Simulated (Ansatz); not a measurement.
Problem. Name a neutral molecule of Al, C, N, Si and H with HOMO–LUMO gap (PBE/def2-TZVPP) between 3.40 and 3.70 eV and LUMO energy (ωB97M-V/def2-TZVPP) between 0.50 and 0.80 eV (Ansatz, PBE0-D4/def2-TZVP geometry).

Solution. `[SiH3][CH]1[NH][AlH]1` (3.48 eV, 0.60 eV); `C[SiH]1[NH][AlH]1` (3.52 eV, 0.66 eV); `NC1=[CH][AlH][SiH2]1` (3.53 eV, 0.53 eV); `C=CN[SiH2][AlH2]` (3.47 eV, 0.56 eV). Other molecules can fit too; these were computed, each in one conformer that needn't be the lowest.
